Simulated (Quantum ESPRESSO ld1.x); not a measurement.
The numbers below are computed, except where a source is named.
Problem. These are the eigenvalues of the occupied orbitals of an atom or ion with whole-number occupations (eV). Level of theory: non-relativistic Kohn-Sham, LDA (Slater exchange, Perdew-Zunger correlation), spin-polarised, spherical densities, point nucleus (ld1.x of Quantum ESPRESSO 7.5).

1s up: -5423.23
1s down: -5422.72
2s up: -704.869
2s down: -704.373
2p up: -613.079
2p down: -612.465
3s up: -167.124
3s down: -165.478
3p up: -140.942
3p down: -139.335

Which element is it, and in what charge state? The configuration may be excited. Open shells, if any, are filled with parallel spins first.

Solution. Z = 23, vanadium, charge +6: V6+ in [Ne] 3s2 3p5. The list shows which subshells hold electrons but not how many an open one holds; the 1s level, -199.3 hartree, gives Z - s = 20.0 by -(Z - s)^2/2, which with screening narrows Z to a few neighbours, and the depths of the outer levels then fix element, charge and occupations together.
